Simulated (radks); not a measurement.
The numbers below are computed, except where a source is named.
Isoelectronic series with 29 electrons, each ion in its NIST ground configuration. Code: a radial shooting solver on a logarithmic mesh with Libxc functionals. Model: Dirac Kohn-Sham, PBE, spin-unpolarised, spherical densities, finite nucleus; Fermi nuclear charge, rms radius of each element as measured or else 0.836 A^(1/3) + 0.57 fm. Total energies (hartree) and mean radii <r> (bohr) (* marks an orbital that is empty in some or all of the ions):

| ion | configuration | E (hartree) | 4p1/2* | 4s1/2 | 3d5/2 | 3d3/2 | 3p3/2 |
|---|---|---|---|---|---|---|---|
| Ce29+ | [Ar] 3d10 4s1 | -8429.7669 | 0.5606 | 0.5595 | 0.2474 | 0.2439 | 0.2741 |
| Pr30+ | [Ar] 3d10 4s1 | -8767.6209 | 0.5455 | 0.5452 | 0.2415 | 0.2380 | 0.2679 |
| Nd31+ | [Ar] 3d10 4s1 | -9112.9047 | 0.5313 | 0.5315 | 0.2360 | 0.2324 | 0.2621 |
| Pm32+ | [Ar] 3d10 4s1 | -9465.6742 | 0.5177 | 0.5184 | 0.2307 | 0.2270 | 0.2565 |
| Sm33+ | [Ar] 3d10 4s1 | -9825.9812 | 0.5047 | 0.5059 | 0.2256 | 0.2219 | 0.2511 |
| Eu34+ | [Ar] 3d10 4s1 | -10193.9284 | 0.4923 | 0.4940 | 0.2207 | 0.2170 | 0.2459 |
| Gd35+ | [Ar] 3d10 4s1 | -10569.5599 | 0.4805 | 0.4826 | 0.2161 | 0.2123 | 0.2409 |
| Tb36+ | [Ar] 3d10 4s1 | -10952.9962 | 0.4692 | 0.4717 | 0.2116 | 0.2078 | 0.2362 |
| Dy37+ | [Ar] 3d10 4s1 | -11344.1814 | 0.4584 | 0.4612 | 0.2073 | 0.2035 | 0.2316 |
| Ho38+ | [Ar] 3d10 4s1 | -11743.3378 | 0.4480 | 0.4511 | 0.2032 | 0.1993 | 0.2271 |
| Er39+ | [Ar] 3d10 4s1 | -12150.4555 | 0.4380 | 0.4414 | 0.1993 | 0.1953 | 0.2228 |
| Tm40+ | [Ar] 3d10 4s1 | -12565.6772 | 0.4284 | 0.4321 | 0.1955 | 0.1915 | 0.2187 |
| Yb41+ | [Ar] 3d10 4s1 | -12988.9988 | 0.4192 | 0.4231 | 0.1918 | 0.1878 | 0.2147 |
| Lu42+ | [Ar] 3d10 4s1 | -13420.5714 | 0.4104 | 0.4144 | 0.1883 | 0.1842 | 0.2109 |
| Hf43+ | [Ar] 3d10 4s1 | -13860.5271 | 0.4018 | 0.4061 | 0.1849 | 0.1808 | 0.2072 |
